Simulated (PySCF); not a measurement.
**Question.** Write Cartesian coordinates for TiPh2Cl2, `[Cl][Ti]([Cl])([c]1ccccc1)[c]1ccccc1` as optimised with PBE0-D3(BJ)/def2-SVP. (Singlet state.)

**Answer.** 
```xyz
25
C12H10Cl2Ti angstrom
Ti    -1.542    0.156   -1.214
C     -1.560    0.023    0.802
C     -1.443    1.194    1.571
C     -1.354    1.121    2.960
C     -1.382   -0.122    3.594
C     -1.504   -1.292    2.845
C     -1.595   -1.220    1.456
H     -1.426    2.175    1.085
H     -1.266    2.036    3.550
H     -1.312   -0.177    4.684
H     -1.531   -2.263    3.345
H     -1.698   -2.145    0.879
C      0.422    0.080   -1.661
C      1.079   -1.162   -1.693
C      2.446   -1.231   -1.952
C      3.169   -0.061   -2.188
C      2.528    1.178   -2.163
C      1.161    1.250   -1.902
H      0.522   -2.088   -1.520
H      2.950   -2.201   -1.976
H      4.241   -0.116   -2.397
H      3.095    2.093   -2.353
H      0.667    2.225   -1.893
Cl    -2.281    2.135   -1.820
Cl    -2.498   -1.624   -2.069
```

Any rigid rotation of these coordinates is as good. Atoms count from 1 in this order. Of the pairs four or more bonds apart, H23···Cl24 is among the closest relative to their van der Waals radii: 2.95 Å, 100 % of the sum of Bondi's values. Ti1 (titanium bonded to 2 C and 2 Cl) is distorted tetrahedral (angles from 103.2° to 118.4°).

Bonds between heavy atoms (Å): Ti1–C2 2.020, Ti1–C13 2.016, Ti1–Cl24 2.197, Ti1–Cl25 2.194, C2–C3 1.406, C2–C7 1.406, C3–C4 1.394, C4–C5 1.395, C5–C6 1.396, C6–C7 1.394, C13–C14 1.405, C13–C18 1.405, C14–C15 1.393, C15–C16 1.396, C16–C17 1.395, C17–C18 1.394.

The calculation used PBE0-D3(BJ)/def2-SVP geometry optimisation, gas phase in PySCF.

Not checked by PBE0-D3(BJ)/def2-SVP frequencies. Torsions: C13–Ti1–C2–C3 87°, C2–Ti1–C13–C14 80°, Ti1–C2–C3–C4 -175°, Ti1–C2–C7–C6 175°, C2–C3–C4–C5 0°.
